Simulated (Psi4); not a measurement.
Relaxed torsion scan: H6ClNSi2, SMILES N[SiH2][SiH2]Cl. Scanned: dihedral H5–N1–Si2–Si3; all other coordinates were relaxed at B3LYP-D3(BJ)/def2-SVP. Heavy atoms are numbered in the order of the SMILES N[SiH2][SiH2]Cl, hydrogens after them in the order of the atoms that carry them; the mirror image has the same energies with the sign of each dihedral reversed.

Levels of theory: PBE/def2-TZVP // B3LYP-D3(BJ)/def2-SVP (Psi4); PBE-D3(BJ)/def2-TZVP // B3LYP-D3(BJ)/def2-SVP (Psi4); PBE0/def2-TZVP // B3LYP-D3(BJ)/def2-SVP (Psi4); MP2/cc-pVTZ = DF-MP2 (frozen core)/cc-pVTZ // B3LYP-D3(BJ)/def2-SVP in Psi4 1.11.

Energies relative to the lowest point of each profile, in mEh; the last columns give the difference from MP2:

| φ / ° | PBE/def2-TZVP | PBE-D3(BJ)/def2-TZVP | PBE0/def2-TZVP | MP2/cc-pVTZ | PBE/def2-TZVP − MP2/cc-pVTZ | PBE-D3(BJ)/def2-TZVP − MP2/cc-pVTZ | PBE0/def2-TZVP − MP2/cc-pVTZ |
|---|---|---|---|---|---|---|---|
| -150 | 0.0 | 0.1 | 0.0 | 0.2 | -0.1 | -0.1 | -0.1 |
| -120 | 0.4 | 0.5 | 0.4 | 1.0 | -0.6 | -0.5 | -0.6 |
| -90 | 0.6 | 0.7 | 0.7 | 0.9 | -0.4 | -0.3 | -0.2 |
| -60 | 0.0 | 0.0 | 0.0 | 0.0 | 0.0 | 0.0 | 0.0 |
| -30 | 1.0 | 1.0 | 0.8 | 0.9 | 0.1 | 0.1 | -0.1 |
| 0 | 1.9 | 1.8 | 1.5 | 1.8 | 0.1 | 0.0 | -0.3 |
| 30 | 1.0 | 1.0 | 0.8 | 0.9 | 0.1 | 0.1 | -0.1 |
| 60 | 0.0 | 0.0 | 0.0 | 0.0 | 0.0 | 0.0 | 0.0 |
| 90 | 0.6 | 0.7 | 0.7 | 1.0 | -0.4 | -0.3 | -0.3 |
| 120 | 0.4 | 0.5 | 0.4 | 1.0 | -0.6 | -0.5 | -0.6 |
| 150 | 0.0 | 0.1 | 0.0 | 0.2 | -0.1 | -0.1 | -0.1 |
| 180 | 0.5 | 0.4 | 0.5 | 0.3 | 0.2 | 0.1 | 0.2 |

PBE/def2-TZVP is furthest from MP2/cc-pVTZ at -120 (-0.6 mEh, below); its mean absolute difference over the points is 0.2 mEh.

PBE-D3(BJ)/def2-TZVP is furthest from MP2/cc-pVTZ at -120 (-0.5 mEh, below); its mean absolute difference over the points is 0.2 mEh.

PBE0/def2-TZVP is furthest from MP2/cc-pVTZ at -120 (-0.6 mEh, below); its mean absolute difference over the points is 0.2 mEh.
